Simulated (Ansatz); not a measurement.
Cost and result for the atomization energy of `F[C@@H]1BC[Si@H]1F` (11 atoms, 11 bonds).

Z-matrix (Å, degrees):
```
Si
C 1 1.869
F 1 1.598 2 117.3
B 1 2.285 2 43.3 3 137.4
C 1 1.908 2 80.3 3 113.5
H 1 1.478 2 117.4 3 -130.2
H 2 1.096 1 106.9 3 -25.3
H 2 1.086 1 123.4 3 102.6
H 4 1.193 1 140.8 2 107.4
F 5 1.366 1 129.1 2 153.2
H 5 1.108 1 97.3 2 -83.4
```

The species carries charge 0 and has multiplicity 1. All single points use the PBE0-D4/def2-TZVP geometry. Program: Ansatz. All runs use 4 threads of an Arm Neoverse V1 on a shared host. Times are those of one run each, without the atoms' runs, and a repeat can differ threefold. Electronic energies, without spin–orbit coupling; frozen cores. CCSD(T)/CBS adds CCSD(T) − MP2 in def2-TZVPP to the MP2 limit, and its time is that of the two runs behind it. T1 = 0.013. B3LYP takes the VWN-RPA correlation (the form of Gaussian; ORCA's B3LYP/G).

CCSD(T)/CBS is a level of theory with its own doubt, some kJ/mol a heavy atom from the limit and from the frozen cores, so smaller differences don't rank the functionals.

| level | functions | wall time |
| --- | --- | --- |
| PBE-D4/def2-TZVPP (with forces) | 267 | 3.2 s |
| PBE0-D4/def2-TZVPP | 267 | 4 s |
| B3LYP-D4/def2-TZVPP (with forces) | 267 | 6.5 s |
| r2SCAN-D4/def2-TZVPP (with forces) | 267 | 7 s |
| B2PLYP/def2-TZVPP | 267 | 7.5 s |
| ωB97X-V/def2-TZVPP | 267 | 11 s |
| ωB97M-V/def2-TZVPP (with forces) | 267 | 16 s |
| MP2/def2-QZVPP | 505 | 31 s |
| CCSD(T)/def2-TZVPP | 267 | 5.3 min |
| CCSD(T)/CBS(def2) | – | 5.8 min |

(1) What atomization energy does each give, and how far from CCSD(T)/CBS? (Best estimate.)

Answers

(1) Computed: 
```csv
level,atomization (kcal/mol),difference from CCSD(T)/CBS,per bond
PBE-D4/def2-TZVPP (with forces),1053.8,26.7,2.4
PBE0-D4/def2-TZVPP,1035.1,8.0,0.7
B3LYP-D4/def2-TZVPP (with forces),1026.6,-0.5,0.0
r2SCAN-D4/def2-TZVPP (with forces),1037.3,10.2,0.9
B2PLYP/def2-TZVPP,1018.2,-8.9,-0.8
ωB97X-V/def2-TZVPP,1034.0,6.9,0.6
ωB97M-V/def2-TZVPP (with forces),1034.8,7.7,0.7
MP2/def2-QZVPP,1043.0,15.9,1.4
CCSD(T)/def2-TZVPP,1000.3,-26.8,-2.4
CCSD(T)/CBS(def2),1027.1,0.0,0.0
```

The D4 term adds +9.0 kcal/mol with B3LYP and +4.7 kcal/mol with PBE0; it sums over pairs of atoms, weighted by their polarisabilities, and B3LYP, whose exchange is more repulsive, gets the larger term. In def2-TZVPP, CCSD(T) changes the Hartree–Fock value by +233.7 kcal/mol (the triples alone add +15.4 kcal/mol) and MP2 by +260.4 kcal/mol; breaking electron pairs costs correlation energy, which Hartree–Fock lacks. From PBE to PBE0 (25 % exact exchange), in def2-TZVPP and without D4, the atomization energy moves by −17.7 kcal/mol: exact exchange takes away binding that semilocal exchange gives to molecules.
